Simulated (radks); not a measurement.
Problem. Neutral barium, [Xe] 6s2. All-electron calculation, non-relativistic Kohn-Sham, PBE, spin-polarised, spherical densities, point nucleus. Program: a radial shooting solver on a logarithmic mesh with Libxc functionals. Every spin shell is full or empty, so the densities are truly spherical. Functionals are evaluated on that one density, not self-consistently. Rank these orbital-free kinetic functionals by their error against the exact value of the orbitals, and give that value: Thomas-Fermi, von Weizsacker, TF + vW, TF + vW/9, TF + vW/5, LC94, APBEK, revAPBEK, Perdew 92, Thakkar, Pearson, LKT, PG1, DePristo-Kress.

Solution. Exact: 7883.04 hartree. From best to worst, with 100 (|E| - |E exact|)/|E exact| (equal figures are ties): LC94 +0.04, APBEK +0.08, DePristo-Kress -0.14, revAPBEK +0.25, Thakkar -0.64, Perdew 92 -0.69, TF + vW/9 -0.70, Pearson -0.92, TF + vW/5 +2.86, Thomas-Fermi -5.15, PG1 +14.37, LKT +18.34, TF + vW +34.90, von Weizsacker -59.95.
